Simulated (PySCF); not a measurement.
Calculation: PBE0-D4/def2-TZVP // PBE0-D4/def2-SVP run with PySCF. Isolated molecules, 0 K electronic values unless said otherwise. One relaxed conformer stands for a flexible species; it need not be the lowest. Excitations are Tamm–Dancoff values on a coarser integration grid. The basis has no diffuse functions, so Rydberg states are missing or too high.

Reference species (SMILES): `CC[Si](S)(S)CC` (neutral, multiplicity 1).

The HOMO comes out as -7.03 eV. The T1 excitation (TDA) is 5.29 eV and the S1 oscillator strength comes out as 0.002.

Changed species: `CC[Si](CC)(S)CC` (1 of 4 C2H5 replaced by SH; the reference has 2 of 4 C2H5 replaced by SH).

Task: Predict the effect on the HOMO, T1 excitation (TDA) and S1 oscillator strength.

Result: the HOMO increases by 0.04 eV, to -6.99 eV; the T1 excitation (TDA) rises by 0.22 eV, to 5.51 eV; the S1 oscillator strength is nearly the same.
